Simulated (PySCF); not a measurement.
Compound: C₈H₉ClSi.
Cartesian coordinates in Å at the GFN2-xTB level; atoms count from 1:
```
atom  x, y, z in Å
C1     2.7208    2.9203    1.0540
C2     3.0078    1.7831    0.7901
Si3    3.4336    0.0271    0.3904
C4     1.8224   -0.8744    0.0408
C5     0.6151   -0.3024    0.0932
C6    -0.6501   -0.9422   -0.1706
Cl7   -0.6040   -2.6246   -0.5911
C8    -1.8305   -0.2930   -0.1047
C9    -3.1267   -0.8558   -0.3549
C10   -4.2550   -0.1498   -0.2845
H11    2.4705    3.9162    1.2848
H12    4.1092   -0.5744    1.5476
H13    4.2931    0.0039   -0.8003
H14    1.8799   -1.9238   -0.2201
H15    0.5335    0.7455    0.3537
H16   -1.8017    0.7553    0.1619
H17   -3.1618   -1.9055   -0.6110
H18   -4.2501    0.8984   -0.0347
H19   -5.2158   -0.5947   -0.4758
```

IAO charges (e) from the PBE0/pcSseg-1 density (PySCF), one withheld:

```json
{"atom": "C1", "bonded to": "C2 H11", "charge": "-0.1901"}
{"atom": "C2", "bonded to": "C1 Si3", "charge": "-0.3263"}
{"atom": "Si3", "bonded to": "C2 C4 H12 H13", "charge": "+0.7907"}
{"atom": "C4", "bonded to": "Si3 C5 H14", "charge": "?"}
{"atom": "C5", "bonded to": "C4 C6 H15", "charge": "-0.1247"}
{"atom": "C6", "bonded to": "C5 Cl7 C8", "charge": "-0.0124"}
{"atom": "Cl7", "bonded to": "C6", "charge": "-0.0360"}
{"atom": "C8", "bonded to": "C6 C9 H16", "charge": "-0.1483"}
{"atom": "C9", "bonded to": "C8 C10 H17", "charge": "-0.1388"}
{"atom": "C10", "bonded to": "C9 H18 H19", "charge": "-0.2963"}
{"atom": "H11", "bonded to": "C1", "charge": "+0.2031"}
{"atom": "H12", "bonded to": "Si3", "charge": "-0.1148"}
{"atom": "H13", "bonded to": "Si3", "charge": "-0.1148"}
{"atom": "H14", "bonded to": "C4", "charge": "+0.1607"}
{"atom": "H15", "bonded to": "C5", "charge": "+0.1573"}
{"atom": "H16", "bonded to": "C8", "charge": "+0.1586"}
{"atom": "H17", "bonded to": "C9", "charge": "+0.1594"}
{"atom": "H18", "bonded to": "C10", "charge": "+0.1481"}
{"atom": "H19", "bonded to": "C10", "charge": "+0.1598"}
```

**Question.** What is the charge on C4?

**Answer.** The charges add up to the total charge, 0. The others sum to +0.4352, which leaves -0.4352 e for C4 (alkene CH carbon); the computed value is -0.4355, the difference coming from rounding.

**Question.** Add each hydrogen's charge to the atom that carries it.

**Answer.** C1 +0.0130, Si3 +0.5611, C4 -0.2748, C5 +0.0326, C8 +0.0103, C9 +0.0206, C10 +0.0116. Atoms without hydrogen keep their charges.

**Question.** Across which bond do the charges differ most?

**Answer.** Si3–C4: +0.7907 on Si3 against -0.4355 on C4, a difference of 1.2262 e. The lower charge is on the more electronegative element of the two (Pauling values: C 2.55, Si 1.90).

**Question.** Take the bonds between elements whose Pauling electronegativities differ by more than 0.25. In how many does the more electronegative atom carry the lower charge?

**Answer.** In 12 of 12.

**Question.** How much positive and how much negative charge does this set hold in all?

**Answer.** +1.9377 e on 8 atoms and -1.9380 e on 11.

The IAO scheme projects the occupied orbitals on a minimal set of polarised atomic orbitals and counts the electrons in each atom's part of it. Isolated species at its GFN2-xTB geometry (one conformer only).
